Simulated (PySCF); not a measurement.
Löwdin shares of the frontier orbitals

Species: C7H11N.
Atom-mapped SMILES: `[CH2:1]=[CH:2][CH2:3][C@@H:4]([CH3:5])[CH2:6][C:7]#[N:8]` (hydrogens: H9, H10 on C1; H11 on C2; H12, H13 on C3; H14 on C4; H15, H16, H17 on C5; H18, H19 on C6)

Theory: TDDFT B3LYP/def2-SVPD, vertical, gas phase, core orbitals frozen in the response (PySCF 2.14.0, density-fitted response routines). Geometry: PBE0-D3(BJ)/def2-SVP, one conformer, isolated molecule. Torsions of this conformer, `[CH2:1]=[CH:2][CH2:3][C@@H:4]([CH3:5])[CH2:6][C:7]#[N:8]`: C1–C2–C3–C4 116°, C2–C3–C4–C5 176°, C3–C4–C6–C7 -61°.

Kohn–Sham orbitals with the atoms that hold most of them (Löwdin shares over 4%, at most four atoms; ? is withheld):

```json
{"orbital": "LUMO+2", "ε (eV)": "0.61", "atoms": "N8 25%, C7 24%, C6 12%, H18 10%"}
{"orbital": "LUMO+1", "ε (eV)": "0.06", "atoms": "H19 11%, C6 11%, H14 11%, C7 10%"}
{"orbital": "LUMO", "ε (eV)": "-0.30", "atoms": "C1 33%, C2 31%, H9 6%, H10 6%"}
{"orbital": "HOMO", "ε (eV)": "?", "atoms": "?"}
{"orbital": "HOMO-1", "ε (eV)": "-8.99", "atoms": "?"}
{"orbital": "HOMO-2", "ε (eV)": "-9.02", "atoms": "N8 43%, C7 31%, C6 9%, H19 5%"}
{"orbital": "HOMO-3", "ε (eV)": "-9.50", "atoms": "C3 16%, C2 14%, C4 13%, H12 8%"}
```

**Question.** Give the leading atoms of the HOMO-1.

**Answer.** N8 (bonded to C) 39%; C7 (bonded to C and N) 28%; C6 (bonded to 2 C and 2 H) 10%; C4 (bonded to 3 C and H) 6%. By element: carbon 45% or more, nitrogen 39%.

**Question.** Which atoms hold the HOMO, and with what shares?

**Answer.** C1 (bonded to C and 2 H) 38%; C2 (bonded to 2 C and H) 35%; C3 (bonded to 2 C and 2 H) 7%.

**Question.** What is the HOMO energy, and the HOMO–LUMO gap?

**Answer.** ε(HOMO) = -7.48 eV; the gap is 7.18 eV (0.2640 hartree).

**Question.** How does S1 compare with the orbital gap of 7.18 eV?

**Answer.** S1 is at 6.74 eV (f = 0.023), 0.44 eV below the gap, made of HOMO→LUMO+1 (84%), HOMO→LUMO (11%). Its leading pair isn't HOMO and LUMO; the energies of that pair differ by 7.54 eV. Without the coupling terms of the response equations the lowest excitation would equal the gap.

Next come S2 at 7.11 eV (f 0.178), HOMO→LUMO (55%), HOMO→LUMO+2 (24%), HOMO→LUMO+1 (12%); S3 at 7.26 eV (f 0.059), HOMO→LUMO+2 (54%), HOMO→LUMO+3 (18%), HOMO→LUMO (13%); S4 at 7.40 eV (f 0.085), HOMO→LUMO+3 (70%), HOMO→LUMO+2 (11%), HOMO→LUMO (10%); S5 at 7.56 eV (f 0.013), HOMO→LUMO+4 (50%), HOMO→LUMO+5 (20%).
